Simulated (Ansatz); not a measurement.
Frontier orbitals of CH$_{5}$BN$_{2}$O, SMILES `N=C(N)BO`.

The species carries charge 0 and has multiplicity 1. The structure was optimised at the PBE0-D4/def2-TZVP level. It is a higher conformer; a search finds a lower one. Basis def2-TZVPP, the Gaussian-basis code of Ansatz.

Orbital energies of one run (eV). Highest occupied ones, from the top: -9.09, -9.53, -12.50, -12.81, -13.92, -14.58, -14.88, -15.91, -17.75, -18.94, -20.02, -26.33, -29.02, -32.21. Empty: 1.00, 2.43, 3.05, 3.90, 4.06, 4.40.

(1) Which functional gave them?
A. ωB97X-V
B. PBE0
C. BHLYP
D. B97M-V

Results:

(1) A. HOMO energies: ωB97X-V -9.09, B97M-V -5.79, BHLYP -7.88, PBE0 -6.75 eV.
